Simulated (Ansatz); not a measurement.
Reaction (formal hydrolysis of the Al–Cl bond): `[F][Al]([SiH3])[Cl]` + H₂O → `[OH][Al]([F])[SiH3]` + HCl

Program: Ansatz. Geometries: PBE0-D4/def2-TZVP. ΔE: electronic, gas phase. CBS: MP2 limit from def2 TZ/QZ plus the TZ coupled-cluster correction, frozen cores. This one scheme is used for every species. Functionals use def2-TZVPP. One conformer a species, not always the lowest.

| species | BHLYP energy (Eh) |
| --- | --- |
| `[F][Al]([SiH3])[Cl]` | -1093.95958 |
| H₂O | -76.42312 |
| `[OH][Al]([F])[SiH3]` | -709.55766 |
| HCl | -460.81707 |

(1) Work out ΔE.

Largest T1 diagnostic among the species: 0.013.

Results:

(1) ΔE = (-709.55766) + (-460.81707) − (-1093.95958) − (-76.42312) = 0.00797 Eh = +0.22 eV. CCSD(T)/CBS gives +0.26 eV.

From PBE to PBE0 (25 % exact exchange), in def2-TZVPP and without D4, ΔE moves by +0.03 eV. At CCSD(T), def2-SVP lies −0.06 eV from the extrapolated value and def2-TZVPP −0.06 eV. Leaving LDA and LC-ωPBE aside and taking each functional with its dispersion term where it has one, the values, not all of them listed here, spread over 0.12 eV, from CAM-B3LYP-D4 to HSE06-D4. LDA lies −0.05 eV from PBE without D4.
